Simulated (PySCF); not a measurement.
Symmetry of computed structures. Computed with PBE0-D3(BJ)/def2-SVP geometry optimisation, gas phase in PySCF 2.14.0. The symmetry is that of the one conformer found, every atom within 0.08 Å of its image; none is proved a minimum here.

(1) trimethylphosphine selenide, `CP(C)(C)=[Se]`: symmetry, top, dipole?

(2) `[CH2:1]=[C:2]1[CH2:3][CH2:4][C@@H:5]([NH:6][CH:7]=[O:8])[CH2:9]1` with C4–C5–N6–C7 -95°, C5–N6–C7–O8 -1°, C1–C2–C3–C4 170°, C2–C3–C4–C5 -20°, C3–C4–C5–N6 -79°, C4–C5–C9–C2 -41°: symmetry, top, dipole?

(3) Point group, rotor type and polarity of `[CH3:1][c:2]1[cH:3][cH:4][c:5]2[cH:6][cH:7][cH:8][cH:9][cH:10][c:11]1-2` with H–C1–C2–C3 -1° (nearest H)?

## Answers

(1) C3v; prolate symmetric top; symmetry number 3; 6 operations, which sort the 14 atoms into 5 sets; dipole 5.04 D, along the axis; A, B, C = 3567, 1484, 1482 MHz.

(2) C1; near-prolate asymmetric top; symmetry number 1; this conformer is chiral (no improper operation); dipole 3.43 D.

(3) Cs; asymmetric top; symmetry number 1; 2 operations, which sort the 21 atoms into 20 sets; dipole 0.86 D, in the ab plane, which is the mirror; A, B, C = 2093, 992.7, 676.2 MHz; heavy atoms equivalent by symmetry: none.
